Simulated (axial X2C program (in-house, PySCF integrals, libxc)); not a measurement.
Nuclear properties of SInS²⁺

Computed with an in-house all-electron X2C program for linear molecules (integrals from PySCF): two-component X2C with atomic mean-field Coulomb and Gaunt terms, Gaussian nuclei, basis S dyall-av3z, In dyall-v3z with contracted cores.

S–In–S held linear, with bonds 2.395 and 2.395 Å (near the PBE0 minimum at charge 2 of the determinant lowest at the starting distance; the state shown can have its own minimum elsewhere, held linear; other orders of the atoms were not compared).

Determinant lowest in the PBE0 search, Ω = 5/2 (⟨Sz⟩ = 1.50, ⟨Lz⟩ = 1.00 at PBE0), spin on the atoms S 0.78, In -0.06, S 0.78:

| level | A∥/gI S (MHz) | qzz S (a.u.) | A∥/gI In (MHz) | qzz In (a.u.) |
| --- | --- | --- | --- | --- |
| PBE0 | 5.2 | -0.06 | -135 | -5.18 |
| HF | -2.83 | -0.68 | -311 | -5.51 |
| PBE | 8.45 | 0.02 | -118 | -4.64 |

A∥ (defined per Ω) follows by multiplying with gI = μI/(I μN); qzz is the electric field gradient, eQq0 = 234.96 MHz × Q/barn × qzz. The operators were transformed with the bare-nucleus X2C matrices; with these basis sets, hyperfine constants and field gradients can be off by tens of per cent, and where levels differ in sign neither size nor sign is settled.

(1) With Q(115In) = 0.772 barn (Q from Pyykkö, Mol. Phys. 2018), turn the PBE0 values of the first state into constants in MHz.

The molecule was held linear; bending was not examined, so a bent shape may lie lower.

Each state is one determinant with collinear spin, which with several unpaired electrons need not be a pure state. Unrestricted Hartree–Fock can overshoot spin polarisation at the nuclei. With several open shells hyperfine constants can be off by a factor of several. The search compared states at one distance, so a state with another bond length can lie lower. Further determinants of the search, some of them spin-mixed, are not shown. Where a field gradient or hyperfine factor spreads by more than a factor of two over the levels, a constant derived from it is not to be relied on.

Answers

(1) eQq0(115In) = 234.96 × (0.772) × (-5.18) = -940 MHz.
